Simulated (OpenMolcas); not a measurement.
# Tm2+: moving or changing the point charges

Tm2+ among 3 point charges of -1 e arranged as a planar triangle (D3h), 2.52 Å from the ion.
```
   2.5200    0.0000    0.0000  -1.00
  -1.2600    2.1824    0.0000  -1.00
  -1.2600   -2.1824    0.0000  -1.00
```

* Program: OpenMolcas
* Method: CASSCF
* Basis: ANO-RCC-VDZP [7s6p4d2f1g]
* Scalar Hamiltonian: DKH2, point nucleus
* Active space: 13 electrons in 7 orbitals (4f)
* State averaging: 2S+1 = 2 odd, 7 roots
* Spin-orbit coupling: RASSI with atomic mean-field integrals over the reference wave functions

Runs around this geometry, states (labels of D3, the rotations of D3h). Energies in cm-1 above the lowest state or level, χT in cm3 K/mol.

```
R (Å)  Ground state  First state of that spin  First gap with spin-orbit (degeneracies)  Width of lowest J  χT at 300 K
 2.52           2A1                  2A2 13.1                              636.4 (2, 2)               1190        2.341
 2.64           2A1                  2A2 10.3                              554.4 (2, 2)               1042        2.373
 2.96           2A1                   2A2 5.5                              393.6 (2, 2)                748        2.445
```

Taking the width of the lowest J multiplet as R^-n, n = -ln(748 / 1190) / ln(2.96 / 2.52) = 2.9 between the shortest and longest distance.

This is an electrostatic model: the charges have no orbitals. No measured value stands beside these numbers.
